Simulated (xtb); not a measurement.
C$_{3}$H$_{9}$Al, triplet, from a rough starting geometry (GFN-xTB shapes and energies of metal compounds can be far from the true ones) (a higher spin typed on purpose: for a closed-shell molecule this is an excited state); GFN2-xTB run with xtb 6.7.1.

xtb was given this input:
```
$ xtb mol.xyz --gfn 2 --uhf 2 --opt vtight --json

# file mol.xyz
13

Al     0.03107321     0.04813931     0.03965576
C     -1.41447909    -1.42658167    -0.15629744
H     -1.10674457    -2.19806584    -0.89352708
H     -2.36323493    -1.01310143    -0.53345246
H     -1.51529835    -1.91686349     0.81784562
C     -0.19312805     1.70616681    -1.06765423
H      0.60653246     1.77911112    -1.79751131
H     -0.08410213     2.58073137    -0.39211319
H     -1.08111836     1.77088477    -1.51374932
C      1.56252809    -0.26006901     1.20012728
H      1.97617755     0.64666500     1.54981571
H      2.42796004    -0.80804824     0.68429233
H      1.33317983    -0.84266973     2.07296037
```

What the program printed (banner, timings and long lists left out):

```
   ID    Z sym.   atoms
    1   13 Al     1
    2    6 C      2, 6, 10
    3    1 H      3-5, 7-9, 11-13

           -------------------------------------------------
          |                Calculation Setup                |
           -------------------------------------------------

           -------------------------------------------------
          |                 G F N 2 - x T B                 |
           -------------------------------------------------

          ...................................................
          :                      SETUP                      :
          :.................................................:
          :  # basis functions                  31          :
          :  # atomic orbitals                  30          :
          :  # shells                           18          :
          :  # electrons                        24          :
          :  max. iterations                   250          :
          :  Hamiltonian                  GFN2-xTB          :
          :  restarted?                      false          :
          :  GBSA solvation                  false          :
          :  PC potential                    false          :
          :  electronic temp.          300.0000000     K    :
          :  accuracy                    1.0000000          :
          :  -> integral cutoff          0.2500000E+02      :
          :  -> integral neglect         0.1000000E-07      :
          :  -> SCF convergence          0.1000000E-05 Eh   :
          :  -> wf. convergence          0.1000000E-03 e    :
          :  Broyden damping             0.4000000          :
          :  net charge                          0          :
          :  unpaired electrons                  2          :
          ...................................................

 iter      E             dE          RMSdq      gap      omega  full diag
   1    -11.9103167 -0.119103E+02  0.654E+00    0.44       0.0  T
   2    -11.7556245  0.154692E+00  0.101E+01    2.90       1.0  T
   3    -11.9543033 -0.198679E+00  0.701E+00    0.98       1.0  T
   4    -11.9552118 -0.908483E-03  0.616E+00    0.80       1.0  T
   5    -12.0279931 -0.727813E-01  0.499E+00    0.79       1.0  T
   6    -11.9311636  0.968295E-01  0.639E+00    1.34       1.0  T
   7    -11.8994419  0.317217E-01  0.492E+00    1.09       1.0  T
   8    -12.0105295 -0.111088E+00  0.220E+00    0.97       1.0  T
   9    -12.0213750 -0.108455E-01  0.227E+00    1.03       1.0  T
  10    -12.0389050 -0.175300E-01  0.161E+00    1.02       1.0  T
  11    -12.0467911 -0.788610E-02  0.808E-01    1.09       1.0  T
  12    -12.0478899 -0.109882E-02  0.442E-01    1.12       1.0  T
  13    -12.0481097 -0.219795E-03  0.235E-01    1.16       1.0  T
  14    -12.0484903 -0.380591E-03  0.136E-01    1.16       1.0  T
  15    -12.0483538  0.136465E-03  0.238E-01    1.15       1.0  T
  16    -12.0485919 -0.238068E-03  0.434E-02    1.15       1.0  T
  17    -12.0486010 -0.907256E-05  0.282E-02    1.15       1.0  T
  18    -12.0486068 -0.578210E-05  0.142E-02    1.15       1.9  T
  19    -12.0486076 -0.874934E-06  0.360E-03    1.15       7.7  T
  20    -12.0486077 -0.395182E-07  0.137E-03    1.15      20.2  T
  21    -12.0486077 -0.420821E-08  0.415E-04    1.15      66.8  T
  22    -12.0486077 -0.143352E-08  0.117E-04    1.15     236.4  T

   *** convergence criteria satisfied after 22 iterations ***

 transition dipole moment (au) for excitation:          12          13
     X       Y       Z
  -0.4819  -0.8763   0.1516  total (au/Debye):    1.011   2.571
 dE (eV)             :    4.463
 oscillator strength :  0.15818E+00

         :::::::::::::::::::::::::::::::::::::::::::::::::::::
         ::                     SUMMARY                     ::
         :::::::::::::::::::::::::::::::::::::::::::::::::::::
         :: total energy             -11.856514786331 Eh    ::
         :: gradient norm              0.128145761486 Eh/a0 ::
[...]
 * total energy  :   -11.8957041 Eh     change       -0.1927439E-04 Eh
 * total energy  :   -11.8957211 Eh     change       -0.1700322E-04 Eh
 * total energy  :   -11.8957294 Eh     change       -0.8273830E-05 Eh
 * total energy  :   -11.8957300 Eh     change       -0.5923978E-06 Eh
 * total energy  :   -11.8957321 Eh     change       -0.2150201E-05 Eh
 * total energy  :   -11.8957332 Eh     change       -0.1100370E-05 Eh
 * total energy  :   -11.8957356 Eh     change       -0.2418160E-05 Eh
 * total energy  :   -11.8957376 Eh     change       -0.2016065E-05 Eh
 * total energy  :   -11.8957395 Eh     change       -0.1822910E-05 Eh
 * total energy  :   -11.8957399 Eh     change       -0.4892682E-06 Eh
 * total energy  :   -11.8957401 Eh     change       -0.1256269E-06 Eh
 * total energy  :   -11.8957401 Eh     change       -0.7362029E-07 Eh
   *** GEOMETRY OPTIMIZATION CONVERGED AFTER 37 ITERATIONS ***
         :: total energy             -11.895740146725 Eh    ::
[...]
        17                          0.0171883               0.4677
        18                          0.0178915               0.4869
        19                          0.0678170               1.8454
        20                          0.1921892               5.2297
        21                          0.1922092               5.2303
        22                          0.2024196               5.5081
        23                          0.2074648               5.6454
        24                          0.2075241               5.6470
       ...                                ...                  ...
        30                          0.5928585              16.1325
      -------------------------------------------------------------
                  HL-Gap            0.1209035 Eh            3.2900 eV
             Fermi-level           -0.2743026 Eh           -7.4642 eV

     #   Z          covCN         q      C6AA      α(0)
     1  13 Al       2.444     0.148   102.798    20.984
     2   6 C        3.589    -0.172    24.623     7.193
     3   1 H        0.925     0.049     2.329     2.387
     4   1 H        0.925     0.037     2.493     2.469
     5   1 H        0.925     0.037     2.494     2.469
     6   6 C        3.588    -0.172    24.617     7.192
     7   1 H        0.925     0.049     2.326     2.385
     8   1 H        0.925     0.037     2.492     2.468
     9   1 H        0.925     0.037     2.492     2.468
    10   6 C        3.589    -0.172    24.620     7.192
    11   1 H        0.925     0.037     2.491     2.468
    12   1 H        0.925     0.049     2.328     2.386
    13   1 H        0.925     0.037     2.494     2.470

 Mol. C6AA /au·bohr⁶  :       1491.155839
 Mol. C8AA /au·bohr⁸  :      50477.181420
 Mol. α(0) /au        :         64.532569

Wiberg/Mayer (AO) data.
largest (>0.10) Wiberg bond orders for each atom

 ---------------------------------------------------------------------------
     #   Z sym  total        # sym  WBO       # sym  WBO       # sym  WBO
 ---------------------------------------------------------------------------
     1  13 Al   2.575 --     2 C    0.728    10 C    0.728     6 C    0.727
     2   6 C    3.591 --     5 H    0.950     4 H    0.950     3 H    0.942
                             1 Al   0.728
     3   1 H    0.994 --     2 C    0.942
     4   1 H    0.993 --     2 C    0.950
     5   1 H    0.993 --     2 C    0.950
     6   6 C    3.590 --     9 H    0.950     8 H    0.950     7 H    0.943
                             1 Al   0.727
     7   1 H    0.994 --     6 C    0.943
     8   1 H    0.993 --     6 C    0.950
     9   1 H    0.993 --     6 C    0.950
    10   6 C    3.590 --    13 H    0.950    11 H    0.950    12 H    0.942
                             1 Al   0.728
    11   1 H    0.993 --    10 C    0.950
    12   1 H    0.994 --    10 C    0.942
    13   1 H    0.993 --    10 C    0.950
 ---------------------------------------------------------------------------

Topologies differ in total number of bonds
Writing topology from bond orders to xtbtopo.mol

molecular dipole:
                 x           y           z       tot (Debye)
 q only:       -0.050       0.045       0.074
   full:        0.140      -0.114      -0.208       0.701
molecular quadrupole (traceless):
                xx          xy          yy          xz          yz          zz
 q only:       -0.124      -0.327      -0.230      -0.574       0.479       0.354
  q+dip:        0.150       0.385       0.274       0.679      -0.574      -0.424
   full:        0.307       0.827       0.598       1.473      -1.245      -0.905

optimized geometry written to: xtbopt.xyz

           -------------------------------------------------
          | TOTAL ENERGY              -11.895740146725 Eh   |
          | GRADIENT NORM               0.000071252177 Eh/α |
          | HOMO-LUMO GAP               3.289952974270 eV   |
           -------------------------------------------------
```
